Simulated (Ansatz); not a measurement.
Reaction (redistribution): `N[C](=O)[SnH3]` + `[OH][GeH2][SH]` → `[SH][SnH3]` + `N[C](=O)[GeH2][OH]`

Computed with Ansatz on PBE0-D4/def2-TZVP structures; ΔE is electronic, products minus reactants. CCSD(T)/CBS adds triple-zeta CCSD(T) − MP2 to the extrapolated MP2 energy (def2 sets, frozen cores). Functionals use def2-TZVPP. def2 core potentials past Kr. For Ge, Sn outer-core shells are correlated without core-valence functions, which leaves a few kJ/mol of doubt a bond. Scalar relativity is left out up to krypton. One conformer a species, not always the lowest.

Is it downhill or uphill in electronic energy at CCSD(T)/CBS, and by how much? (Best estimate.)

The calculation gave: Downhill: ΔE = -14.3 kJ/mol.

What do these levels give: PBE-D4, PBE0-D4, ωB97X-V, ωB97M-V, B2PLYP, HF/def2-TZVPP, MP2/def2-TZVPP, CCSD/def2-TZVPP, CCSD(T)/def2-TZVPP, HF/def2-QZVPP, HF/CBS(def2), CCSD/CBS(def2)? (Best estimate.)

Ansatz gave: PBE-D4 -9.3, PBE0-D4 -12.4, ωB97X-V -13.6, ωB97M-V -13.3, B2PLYP -11.3, HF/def2-TZVPP -16.1, MP2/def2-TZVPP -10.9, CCSD/def2-TZVPP -12.6, CCSD(T)/def2-TZVPP -11.7, HF/def2-QZVPP -16.1, HF/CBS(def2) -16.0, CCSD/CBS(def2) -15.3 kJ/mol.

Largest T1 diagnostic among the species: 0.016.

In def2-TZVPP, CCSD(T) changes the Hartree–Fock value by +4.4 kJ/mol (the triples alone add +1.0 kJ/mol) and MP2 by +5.2 kJ/mol. From PBE to PBE0 (25 % exact exchange), in def2-TZVPP and without D4, ΔE moves by −3.2 kJ/mol.
